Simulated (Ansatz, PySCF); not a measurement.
Spin gap between two states, R1 and P1; the higher of the two is an excited state, each structure at its B3LYP-D3(BJ)/def2-TZVP stationary point, reached from a drawn start (curvature not checked).
R1, CF2 (SMILES F[C]F) (charge 0, multiplicity 1, Z-matrix in Å and degrees):
```
C
F 1 1.3036
F 1 1.3036 2 104.74
```
P1, CF2 (SMILES F[C]F) (charge 0, multiplicity 3):
```xyz
3

C      0.0000     0.0000    -0.4418
F      1.1390     0.0000     0.2209
F     -1.1390     0.0000     0.2209
```

P less R. No zero-point or thermal terms; singlets are restricted closed shells; open shells are unrestricted.

Correlated levels freeze the cores. CBS: X⁻³ extrapolation of the correlation energy, Hartree–Fock from the larger set.

Codes used: Ansatz (an electronic-structure program) with Gaussian orbitals; PySCF for the D3/D4 terms. All values are computed, each at the level named.

```tsv
level	spin gap (kcal/mol)
HF/cc-pVDZ	32.20
SVWN5/def2-TZVPP	55.43
BLYP-D3(BJ)/def2-TZVPP	53.98
revPBE-D4/def2-TZVPP	50.88
B3LYP-D3(BJ)/def2-TZVPP	52.51
B2PLYP/def2-TZVPP	53.67
CCSD(T)/cc-pVDZ	(withheld)
CCSD(T)/cc-pVQZ	(withheld)
CCSD(T)/CBS(cc-pVTZ, cc-pVQZ)	(withheld)
```

**Question.** Complete the blanks.

**Answer.** 
- CCSD(T)/cc-pVDZ, spin gap (kcal/mol): 54.86
- CCSD(T)/cc-pVQZ, spin gap (kcal/mol): 56.74
- CCSD(T)/CBS(cc-pVTZ, cc-pVQZ), spin gap (kcal/mol): 57.13
